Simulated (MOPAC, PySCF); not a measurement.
H$_{2}$Cl$_{2}$O$_{2}$Si, SMILES `O[Si](O)(Cl)Cl` (H–O–Si–Cl torsion -76°, Cl–Si–O–H torsion -174°), neutral singlet in the gas phase. 

Cartesian coordinates (Å):
SMILES: O[Si](Cl)(O)Cl
```xyz
7

O     -0.9855    -1.0143    -0.1888
Si     0.0159     0.2795    -0.0653
O      1.5314    -0.1884    -0.4559
Cl    -0.4717     1.7738    -1.3674
Cl    -0.0971     1.0352     1.8489
H     -1.8662    -0.9239     0.2078
H      1.8732    -0.9620     0.0208
```
Charge 0, multiplicity 1.

All levels are single points at this geometry (PBE-D3(BJ)/def2-TZVP); Pople sets use spherical d functions. Orbital energies aren't observables, and empty levels follow the basis.

```tsv
level	HOMO (eV)	LUMO (eV)	gap (eV)	dipole (D)	vertical IE, Delta-SCF (eV)
PBE-D3(BJ)/def2-TZVP in PySCF	-7.69	-0.87	6.82	2.01	–
B3LYP/6-31G* in PySCF	-8.81	0.02	8.83	2.42	11.21
BP86/6-31G* in PySCF	-7.71	-0.76	6.94	2.42	–
M06-2X/6-31G* in PySCF	-10.52	1.23	11.75	2.51	–
PBE/6-31G* in PySCF	-7.60	-0.70	6.90	2.40	10.66
HF/6-31G* in PySCF	-12.65	4.09	16.74	2.58	11.64
HF/STO-3G in PySCF	-10.87	7.47	18.34	3.01	–
PM3 in MOPAC	-10.50	-0.45	10.05	2.76	–
PM6 in MOPAC	-11.20	-0.53	10.68	2.44	–
```
